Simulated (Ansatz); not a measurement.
Gas-phase reaction R1 → P1 + P2, each structure at its B3LYP-D3(BJ)/def2-TZVP stationary point, reached from a drawn start (curvature not checked).
P1: F atom, charge 0, multiplicity 2.
P2: F2S (SMILES FSF), charge 0, multiplicity 1.
R1: F3S (SMILES F[S](F)F), charge 0, multiplicity 2.

P less R. No zero-point or thermal terms; singlets are restricted closed shells; open shells are unrestricted; no spin–orbit coupling.

Frozen-core correlation throughout.

Codes used: Ansatz (Gaussian orbitals). No computed number here is a measurement.

Question: One of these levels gives 2.578 eV for the reaction energy. Which?
A) SVWN5/def2-TZVPP
B) B3LYP/def2-TZVPP
C) SCS-MP2/cc-pV(T+d)Z
D) HF/cc-pV(Q+d)Z

Answer: B, B3LYP/def2-TZVPP. The others give 0.748 (HF/cc-pV(Q+d)Z), 3.984 (SVWN5/def2-TZVPP), 2.215 (SCS-MP2/cc-pV(T+d)Z)

Ansatz is a program for electronic structure.
